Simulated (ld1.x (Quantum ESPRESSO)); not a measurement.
**ruthenium (Ru): excitation energies, all-electron against TM**

```json
{
 "Element": "ruthenium",
 "Generator": "ld1.x (Quantum ESPRESSO) 7.5",
 "Type": "norm-conserving Troullier–Martins (Kleinman–Bylander form)",
 "Functional": "revPBE",
 "Relativity": "scalar-relativistic",
 "Frozen core": "[Kr]",
 "Valence charge": "8",
 "Reference configuration": "4d7 5s1 5p0",
 "Partial waves": "5s (bound): rc 2.90 bohr; 5p (bound, empty): rc 2.75 bohr; 4d (bound): rc 1.45 bohr",
 "Local potential": "all-electron potential smoothed inside 1.40 bohr (lloc = -1)",
 "Core correction": "Bessel-smoothed model core inside 0.75 bohr"
}
```

Energies are relative to the spin-unpolarised reference configuration 4d7 5s1 5p0; without spin polarisation the order of configurations can differ from experiment.

Task: Give the all-electron excitation energy and the error of the potential for: 4d7 5s0 5p0; 4d6 5s0 5p0; 4d5 5s0 5p0; 4d7.5 5s0.5 5p0; 4d6 5s1 5p0; 4d4 5s0 5p0; 4d7 5s0 5p1.

Result:

```
valence configuration  charge  ΔE all-electron (eV)  error AE − PS (meV)
          4d7 5s0 5p0      +1                 7.165                  -15
          4d6 5s0 5p0      +2                25.266                  -53
          4d5 5s0 5p0      +3                55.812                 -341
      4d7.5 5s0.5 5p0       0                -0.338                  -13
          4d6 5s1 5p0      +1                10.052                  -34
          4d4 5s0 5p0      +4               100.258                -1101
          4d7 5s0 5p1       0                 3.425                 -4.3
```

These tests converged, but a pseudo level misses the all-electron one widely, so the file describes the atom poorly there or has found another state: 4d5 5s0 5p0: empty 5s by 4.1 eV (a node warning on the way); 4d4 5s0 5p0: empty 5s by 10.2 eV.

Note: ghost states, extra bound levels that the all-electron valence spectrum of the same l lacks: s at -130.9 eV, p at -40.4 eV. A true bound ghost makes a file unfit for plane-wave use.
